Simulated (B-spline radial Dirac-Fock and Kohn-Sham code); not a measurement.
**X-ray form factors of hafnium in several charge states**

Level of theory: Dirac-Fock densities; a radial B-spline solver.

Configurations: Hf⁶⁺ [Kr] 4d10 4f13 5s2 5p5; Hf⁸⁺ [Kr] 4d10 4f13 5s2 5p3; Hf¹⁰⁺ [Kr] 4d10 4f12 5s2 5p2; Hf¹¹⁺ [Kr] 4d10 4f12 5s2 5p1; Hf¹²⁺ [Kr] 4d10 4f12 5s2. The first column is f₀ of Hf⁶⁺, the others are differences from it.

```tsv
s (Å⁻¹)	Hf⁶⁺	Δ Hf⁸⁺	Δ Hf¹⁰⁺	Δ Hf¹¹⁺	Δ Hf¹²⁺
0	66.000	-2.000	-4.000	-5.000	-6.000
0.1	64.285	-1.705	-3.492	-4.374	-5.263
0.2	59.758	-1.017	-2.285	-2.876	-3.484
0.3	53.814	-0.332	-1.028	-1.292	-1.579
0.4	47.744	+0.088	-0.183	-0.204	-0.243
0.5	42.251	+0.223	+0.179	+0.274	+0.362
0.7	33.464	+0.098	+0.143	+0.216	+0.295
0.9	27.015	-0.027	-0.005	-0.013	-0.018
1.1	22.371	-0.044	-0.029	-0.058	-0.090
1.4	17.986	-0.012	-0.001	-0.010	-0.021
```

Values without a named source are computed, but for edge energies of neutral atoms, which are taken from tables.
